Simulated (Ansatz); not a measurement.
Geometry optimisation, Ansatz 0.2.0, UKS PBE/def2-SVP.

The input (input.yaml):

```yaml
crystal:
  periodic: [false, false, false]
  atoms:
    - { symbol: O, position_ang: [-0.7897, 1.39161, 0.68367] }
    - { symbol: C, position_ang: [-0.31504, 0.69664, -0.20418] }
    - { symbol: Si, position_ang: [0.65755, -0.86468, 0.19225] }
    - { symbol: O, position_ang: [0.62988, -2.32483, 0.55214] }
    - { symbol: H, position_ang: [1.73099, -0.01093, -0.24643] }
magnetization:
  spin_polarized: true
  initial_magnetization: 1
basis:
  gaussian: { orbitals: def2-SVP }
hamiltonian:
  xc: pbe
relax:
  f_tol: 0.02
  max_steps: 50
```

Run as:

```bash
$ ansatz run input.yaml --threads 2 --pin off --max-ram 3072MiB --backend cpu --events-out ev --progress --plain --runs-dir out
```

Problem. Where does it end, and by what steps?

Solution. It converged. After 12 steps the energy has fallen by 1.009 eV; H5 moved furthest, 0.48 Å.

```tsv
step	energy less start (eV)	largest force component (eV/Å)	accepted
0	0.0000	2.770	yes
1	-0.4108	2.594	yes
2	-0.6702	2.069	yes
3	-0.8081	1.793	yes
4	-0.8908	1.249	yes
5	-0.9421	1.122	yes
6	-0.9885	0.362	yes
7	-0.9982	0.107	yes
8	-0.9960	0.831	no
9	-1.0023	0.095	yes
10	-1.0076	0.252	yes
11	-1.0088	0.042	yes
12	-1.0090	0.018	yes
```

```xyz
5
Properties=species:S:1:pos:R:3
O -1.157 1.406 0.494
C -0.350 0.635 0.159
Si 0.931 -0.738 0.329
O 0.359 -2.195 0.408
H 2.130 -0.220 -0.413
```

Time of the run: 12 s on 2 threads of Intel(R) Xeon(R) Platinum 8488C (Sapphire Rapids) (shared host), peak memory 0.17 GiB.
